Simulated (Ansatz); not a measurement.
CHNO, SMILES `N=C=O` (charge 0, multiplicity 1).

Cartesian coordinates (Å):
```xyz
4

N     -0.6696     0.3044    -0.2564
C      0.4902     0.0353    -0.0507
O      1.6355    -0.1065     0.0739
H     -1.4562    -0.2332     0.0610
```
Charge 0, multiplicity 1.

Frozen-core energies in 6-31g from Ansatz (a program for electronic structure) at a geometry from PBE0-D3(BJ)/def2-TZVP; the HF reference has <S^2> = 0.00 and the T1 diagnostic is 0.020.

```
level  energy (Ha)
-----  -----------
HF      -167.66310
MP2     -167.99408
CCSD    -167.98859
```

Q: Estimate the energies of CCSD(T), CCSDT, CCSDT(Q) and CCSDTQ, and give each level's difference from CCSDTQ.

A: 
```
level     energy (Ha)  difference from CCSDTQ (mHa)
--------  -----------  ----------------------------
MP2        -167.99408                         10.45
CCSD       -167.98859                         15.94
CCSD(T)    -168.00297                          1.57
CCSDT      -168.00312                          1.41
CCSDT(Q)   -168.00477                         -0.23
CCSDTQ     -168.00453                          0.00
```
